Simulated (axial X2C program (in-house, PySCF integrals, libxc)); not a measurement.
# Basis sets for TlCl

Computed with an axial X2C code built on PySCF integrals, spin-free (one-electron X2C) or two-component (2c: spin–orbit coupling with atomic mean-field Coulomb and Gaunt terms, which also bring small scalar terms), in Dyall basis sets with cores contracted in-house; open shells are unrestricted.

```tsv
Hamiltonian	level	Dyall basis	state	Re (Å)	ωe (cm⁻¹)	De (eV)
spin-free	B97-3	Tl cv3z, Cl av3z	M_S = 0, Λ = 0	2.537	266.2	4.46
spin-free	HF	Tl cv3z, Cl av3z	M_S = 0, Λ = 0	2.540	265.9	3.18
spin-free	PBE0	Tl cv3z, Cl av3z	M_S = 0, Λ = 0	2.508	277.0	4.39
2c	B97-3	Tl cv3z, Cl av3z	Ω = 0	2.529	267.7	3.80
2c	HF	Tl cv3z, Cl av3z	Ω = 0	2.531	268.2	2.48
2c	PBE0	Tl cv3z, Cl av3z	Ω = 0	2.500	278.6	3.83
```

In the other basis sets:

```csv
Hamiltonian,level,Dyall basis,state,Re (Å),ωe (cm⁻¹),De (eV)
spin-free,B97-3,"Tl cv4z, Cl av4z","M_S = 0, Λ = 0",2.535,266.3,4.46
spin-free,HF,"Tl cv4z, Cl av4z","M_S = 0, Λ = 0",2.539,266.1,3.18
spin-free,PBE0,"Tl cv4z, Cl av4z","M_S = 0, Λ = 0",2.506,277.1,4.40
2c,B97-3,"Tl cv4z, Cl av4z",Ω = 0,2.525,267.7,3.81
2c,HF,"Tl cv4z, Cl av4z",Ω = 0,2.527,268.2,2.49
2c,PBE0,"Tl cv4z, Cl av4z",Ω = 0,2.496,278.4,3.83
```

How far does the basis move Re and ωe?

B97-3 spin-free, Tl cv3z, Cl av3z to Tl cv4z, Cl av4z: ΔRe -0.002 Å, Δωe 0.1 cm⁻¹; HF spin-free, Tl cv3z, Cl av3z to Tl cv4z, Cl av4z: ΔRe -0.001 Å, Δωe 0.2 cm⁻¹; PBE0 spin-free, Tl cv3z, Cl av3z to Tl cv4z, Cl av4z: ΔRe -0.002 Å, Δωe 0.1 cm⁻¹; B97-3 2c, Tl cv3z, Cl av3z to Tl cv4z, Cl av4z: ΔRe -0.004 Å, Δωe 0.0 cm⁻¹; HF 2c, Tl cv3z, Cl av3z to Tl cv4z, Cl av4z: ΔRe -0.004 Å, Δωe 0.0 cm⁻¹; PBE0 2c, Tl cv3z, Cl av3z to Tl cv4z, Cl av4z: ΔRe -0.004 Å, Δωe -0.2 cm⁻¹.

Each entry is the lowest single determinant of a limited PBE0 search at one distance. De goes to single-determinant-based atoms at the same level (for ions the charge split of lowest energy) and is withheld (n/a) where an atom does not fit its ground term or J level. Main or longest-lived isotopes. Some light 2c atoms are not at their ground J level, so De misses part of their lowering (0.04 eV or less). The functionals have no current term, which raises determinants with orbital currents.
